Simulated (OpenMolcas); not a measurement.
**neutral silicon: RASPT2 settings compared**

```json
{"Program": "OpenMolcas 26.06", "Basis": "ANO-R1 [4s3p1d]", "Scalar Hamiltonian": "X2C, finite nucleus", "Active space": "4 electrons in 9 orbitals (RAS2 3s 3p; RAS3 3d, at most 2 electrons)", "State averaging": "2S+1 = 3 even, 3 roots; 2S+1 = 1 even, 6 roots kept (CI in the orbitals of an earlier block); 2S+1 = 5 odd, 1 root", "Spin-orbit coupling": "RASSI with atomic mean-field integrals over the reference wave functions, term energies averaged over their components"}
```

Methods on the same reference wave functions:
A. RASSCF
B. SS-RASPT2, IPEA 0.3 Eh, sigma1 regulariser 0.15 Eh (closed shells correlated: none)
C. SS-RASPT2, IPEA 0.2 Eh, imaginary shift 0.05 Eh (closed shells correlated: 2s 2p)
D. XMS-RASPT2, IPEA 0.3 Eh, sigma2 regulariser 0.2 Eh (closed shells correlated: none)

Energies in cm-1 above 3s2 3p2 3P0, the measured ground level; measured values from NIST Handbook of Basic Atomic Spectroscopic Data.

```tsv
Level	A	B	C	D	Measured
3s2 3p2 3P0	0.0	0.0	0.0	0.0	0.0
3s2 3p2 3P1	65.8	65.8	65.8	65.8	77.1
3s2 3p2 3P2	193	193	193	193	223
3s2 3p2 1D2	8898	8700	8670	8690	6299
3s2 3p2 1S0	19986	19280	19190	19320	15394
3s 3p3 5S* 2	29016	29780	30020	29820	33326
```

Deviations, from unrounded energies. A percentage is the sum of absolute deviations over the sum of measured energies, with the sign that they share, or ± where signs differ.

```csv
Against measurement,Levels,A,B,C,D
mean absolute deviation (cm-1),5,2300,2000,1900,2000
fine structure of the ground term (%),2,-13.8,-13.8,-13.8,-13.8
other terms of the ground configuration (%),2,+33.1,+29.0,+28.5,+29.1
other configurations (%),1,-12.9,-10.6,-9.9,-10.5
```

B, C, D lie about equally close to measurement and A furthest from it. The largest miss of C in the table is 3s2 3p2 1S0, by +3800 cm-1. The ranking rests on the paired levels alone, and a cruder setting can come out closer through cancelling errors.

Among B to D the level of the table that moves most is 3s 3p3 5S* 2, by 240 cm-1 (lowest in B, highest in C). Moves below CASPT2's spread within the term are not significant.

From A to B the spin-free energies of the other terms of 3s2 3p2 shown, above 3P, scale by factors of 0.96 to 0.98.

The lowest spin-free term lies below A's lowest term by 0.008 hartree in B, 0.031 hartree in C, 0.008 hartree in D.

CASPT2 breaks the degeneracy within a term, and the mean is taken; among the terms shown or strongly mixed into the levels shown the widest spread is 10 cm-1 (3s2 3p2 1D, D). Terms from blocks run as CI alone lack orbitals of their own. Active for correlation alone: 3d; no level in the range computed is led by a configuration that fills it, so any true level of that kind is missing. Without dynamic correlation excited terms often stand tens of per cent too high (terms of higher spin than the ground term too low), and those without a measured partner can miss by more than the paired ones (holds for A). Some terms miss by over 15 % even with CASPT2, which points to a basis or an active space too small for the shells correlated (holds for B; C; D). Measured partners are found by configuration, term and J. A level has none where our copy of the source lacks it or the pairing is in doubt (some pairs that miss far off the trend of their configuration count as doubtful), and it then counts in no deviation. Levels of configurations outside the active space are missing.

* marks odd parity.
